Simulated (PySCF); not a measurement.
SMILES C[Si](O)(O)B(O)O (CH7BO4Si), singlet, B3LYP/def2-SVP optimised geometry.

```
14

Si    -0.21    -0.12     0.00
C      1.67    -0.12     0.00
O     -0.73     1.48     0.00
O     -0.82    -0.91     1.37
B     -1.15    -1.24    -1.40
O     -0.92    -1.14    -2.73
O     -2.05    -2.15    -0.94
H      2.09     0.46     0.84
H      2.07    -1.15     0.08
H      2.06     0.32    -0.94
H     -0.08     2.15     0.21
H     -0.66    -0.53     2.24
H     -1.47    -1.76    -3.24
H     -2.09    -2.13     0.03
```

Density from B3LYP/def2-TZVP (PySCF) at that geometry.

Minimum of the electron density along straight lines between bonded atoms, close to the bond critical point (lines longer than 1.1 times the sum of covalent radii, or with two minima, are not listed):

```json
[
 {"bond": "Si1–C2", "length / Å": "1.884", "ρ at the minimum / e bohr⁻³": "0.123", "∇²ρ there / e bohr⁻⁵": "[?]", "position (fraction from the first atom)": "0.39"},
 {"bond": "Si1–O3", "length / Å": "1.679", "ρ at the minimum / e bohr⁻³": "0.130", "∇²ρ there / e bohr⁻⁵": "0.69", "position (fraction from the first atom)": "0.41"},
 {"bond": "Si1–O4", "length / Å": "1.694", "ρ at the minimum / e bohr⁻³": "0.124", "∇²ρ there / e bohr⁻⁵": "0.66", "position (fraction from the first atom)": "0.41"},
 {"bond": "Si1–B5", "length / Å": "2.024", "ρ at the minimum / e bohr⁻³": "0.120", "∇²ρ there / e bohr⁻⁵": "[?]", "position (fraction from the first atom)": "0.39"},
 {"bond": "B5–O6", "length / Å": "1.360", "ρ at the minimum / e bohr⁻³": "0.211", "∇²ρ there / e bohr⁻⁵": "0.92", "position (fraction from the first atom)": "0.33"},
 {"bond": "B5–O7", "length / Å": "1.364", "ρ at the minimum / e bohr⁻³": "0.210", "∇²ρ there / e bohr⁻⁵": "0.89", "position (fraction from the first atom)": "0.33"},
 {"bond": "C2–H8", "length / Å": "1.104", "ρ at the minimum / e bohr⁻³": "0.264", "∇²ρ there / e bohr⁻⁵": "-0.85", "position (fraction from the first atom)": "0.64"},
 {"bond": "C2–H9", "length / Å": "1.102", "ρ at the minimum / e bohr⁻³": "0.267", "∇²ρ there / e bohr⁻⁵": "-0.87", "position (fraction from the first atom)": "0.64"},
 {"bond": "C2–H10", "length / Å": "1.103", "ρ at the minimum / e bohr⁻³": "0.266", "∇²ρ there / e bohr⁻⁵": "-0.87", "position (fraction from the first atom)": "0.64"},
 {"bond": "O3–H11", "length / Å": "0.964", "ρ at the minimum / e bohr⁻³": "0.354", "∇²ρ there / e bohr⁻⁵": "-2.36", "position (fraction from the first atom)": "0.80"},
 {"bond": "O4–H12", "length / Å": "0.965", "ρ at the minimum / e bohr⁻³": "0.353", "∇²ρ there / e bohr⁻⁵": "-2.35", "position (fraction from the first atom)": "0.80"},
 {"bond": "O6–H13", "length / Å": "0.970", "ρ at the minimum / e bohr⁻³": "0.351", "∇²ρ there / e bohr⁻⁵": "-2.35", "position (fraction from the first atom)": "0.80"},
 {"bond": "O7–H14", "length / Å": "0.971", "ρ at the minimum / e bohr⁻³": "0.349", "∇²ρ there / e bohr⁻⁵": "-2.39", "position (fraction from the first atom)": "0.81"}
]
```

### Question
What belongs in the gaps?

### Answer

- Si1–C2, ∇²ρ there / e bohr⁻⁵: 0.15
- Si1–B5, ∇²ρ there / e bohr⁻⁵: -0.11
